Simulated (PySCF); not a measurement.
SMILES Cc1ccc(-c2c(F)cccc2F)s1 at its GFN2-xTB optimised geometry (Å):

```
22

C     -4.1038    -1.3050     0.5619
C     -2.8217    -0.6190     0.2540
C     -2.6325     0.6152    -0.2911
C     -1.2777     0.9608    -0.4395
C     -0.4193    -0.0186    -0.0130
C      1.0293    -0.0039    -0.0050
C      1.8021    -1.1725     0.0000
F      1.1821    -2.3696    -0.0111
C      3.1825    -1.1725     0.0000
C      3.8643     0.0311     0.0000
C      3.1520     1.2173     0.0030
C      1.7720     1.1845     0.0023
F      1.1286     2.3696     0.0281
S     -1.3126    -1.3945     0.5795
H     -4.1764    -2.2464     0.0180
H     -4.9420    -0.6715     0.2819
H     -4.1734    -1.5306     1.6258
H     -3.4414     1.2635    -0.5782
H     -0.9566     1.8941    -0.8627
H      3.7029    -2.1167    -0.0013
H      4.9420     0.0451     0.0006
H      3.6494     2.1739     0.0115
```

Calculation: CAM-B3LYP/def2-SVP (PySCF 2.14.0). Cells within 0.4 Å of a nucleus heavier than hydrogen are left out (blank, or x).

Map of the HOMO−1 amplitude (bohr^(-3/2)) on the plane z = 0.8 Å; orbital energy -8.31 eV, overall sign arbitrary:

```
|2222222222222222222222222222222|
|2222222222222222222222222222222|
|2222222222222222222222222222222|
|2222222222222222222222222222222|
|2222222222222222222222222222222|
|2222222222222222222222222222222|
|2222222222222222222222222222222|
|2222222222222222222222222222222|
|2222222222222222222222222222222|
|2222222222222222232222222222222|
|2222222222222222232222222222222|
|2222222221111122232222322222222|
|2222222210000112222233332222222|
|2222222210000112222233333222222|
|2222222210011222222223333322222|
|2222222211234433322222233322222|
|2222222223457643322222222222222|
|2222222233589953322222222222222|
|222222x23346x643332222222222222|
|2222222222222333332222222222222|
|2222222222211122332222222222222|
|2222222222222222222222222222222|
|2222222222222222222222222222222|
|2222222222222222222222222222222|
|2222222222222222222222222222222|
|2222222222222222222222222222222|
|2222222222222222222222222222222|
|2222222222222222222222222222222|
|2222222222222222222222222222222|
|2222222222222222222222222222222|
|2222222222222222222222222222222|
```
Scale: ten equal steps from -0.058 (start of '0') to 0.140 (end of '9'), in the order '0123456789'; x runs from -7.00 to 7.00, y from -7.00 (bottom) to 7.00 (top).
